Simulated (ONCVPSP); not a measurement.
An all-electron radial function and its pseudo partner (W)

Columns: radius, all-electron u(r) and pseudo u(r) of the 5s shell (level -78.92 eV) of tungsten in the configuration [Kr] 4d10 4f14 5s2 5p6 5d4 6s2; BLYP, scalar-relativistic, ONCV scheme, ONCVPSP 4.0.1.

| r (bohr) | all-electron | pseudo |
| --- | --- | --- |
| 0.115 | 0.2880 | 0.1414 |
| 0.230 | -0.0296 | 0.2893 |
| 0.345 | -0.6177 | 0.4460 |
| 0.460 | -0.3570 | 0.6069 |
| 0.575 | 0.2278 | 0.7609 |
| 0.690 | 0.7291 | 0.8928 |
| 0.805 | 1.0290 | 0.9873 |
| 0.920 | 1.1457 | 1.0334 |
| 1.035 | 1.1338 | 1.0272 |
| 1.150 | 1.0459 | 0.9734 |
| 1.265 | 0.9216 | 0.8834 |
| 1.380 | 0.7867 | 0.7716 |
| 1.495 | 0.6563 | 0.6524 |
| 1.610 | 0.5382 | 0.5377 |
| 1.725 | 0.4357 | 0.4356 |
| 1.840 | 0.3492 | 0.3491 |
| 1.955 | 0.2776 | 0.2776 |
| 2.070 | 0.2193 | 0.2193 |
| 2.185 | 0.1724 | 0.1723 |
| 2.300 | 0.1349 | 0.1349 |
| 2.415 | 0.1052 | 0.1052 |
| 2.530 | 0.0818 | 0.0818 |
| 2.645 | 0.0634 | 0.0634 |
| 2.760 | 0.0491 | 0.0491 |
| 2.875 | 0.0379 | 0.0379 |
| 2.990 | 0.0292 | 0.0292 |

(1) How many radial nodes do the two functions have?

(2) At about which radius was the pseudo-wave matched?

(3) Where does each function peak?

(4) Is the pseudo-wave norm-conserving?

Answers

(1) The all-electron 5s function has n − l − 1 = 4 (the table is too coarse to show those close to the nucleus); the pseudo-wave has 0, since the states of the same l below it are removed with the core.

(2) 1.75 bohr, where the columns begin to agree (steps of 0.12 bohr).

(3) Outermost all-electron maximum near 0.92 bohr, pseudo maximum near 0.92 bohr (to the table’s step).

(4) Yes: the ONCV scheme keeps the norm inside the radius equal to the all-electron one, which fixes the energy derivative of the logarithmic derivative at the level.
